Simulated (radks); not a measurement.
The samarium ion Sm2+ inside a hard spherical wall (all orbitals vanish at R), configuration held at [Xe] 4f6 and not refilled when levels cross. Calculated with a radial shooting solver on a logarithmic mesh with Libxc functionals: scalar-relativistic Kohn-Sham, PBEsol, spin-polarised, spherical densities, finite nucleus; open shells are filled with parallel spins first (spin-orbit coupling, left out, can overturn this in heavy ions); Fermi nuclear charge, rms radius 5.0819 fm. Eigenvalues in eV for spin up, with the zero of energy where the potential of the charges vanishes at infinity; a dash marks a level that is unbound or too diffuse for the functional's potential to be trusted. A positive occupied level is held by the wall or, in an anion where self-interaction has pushed it up, behind a barrier. The pressure on the wall is -dE/dV.

R (bohr)	E (hartree)	kinetic (hartree)	e(4d)	e(5s)	e(5p)	e(4f)	e(5d, empty)	e(6s, empty)	pressure (GPa)
free	-10422.4513	11138.686	-143.30	-57.631	-37.284	-17.029	-13.892	-13.782	0
20	-10422.4513	11138.686	-143.30	-57.631	-37.284	-17.029	-13.892	-13.782	< 0.0001
15	-10422.4513	11138.686	-143.30	-57.631	-37.284	-17.029	-13.892	-13.782	< 0.0001
12	-10422.4513	11138.686	-143.30	-57.631	-37.284	-17.029	-13.892	-13.782	< 0.0001
10	-10422.4513	11138.686	-143.30	-57.631	-37.284	-17.029	-13.892	-13.779	< 0.0001
8	-10422.4513	11138.686	-143.29	-57.630	-37.283	-17.028	-13.884	-13.730	0.000646
6	-10422.4507	11138.692	-143.25	-57.603	-37.259	-16.992	-13.730	-13.014	0.0784
3	-10421.7470	11143.306	-135.26	-51.509	-30.358	-9.396	-0.723	23.934	459
2	-10413.0485	11181.359	-100.95	-14.490	14.508	25.228	61.419	173.67	15100
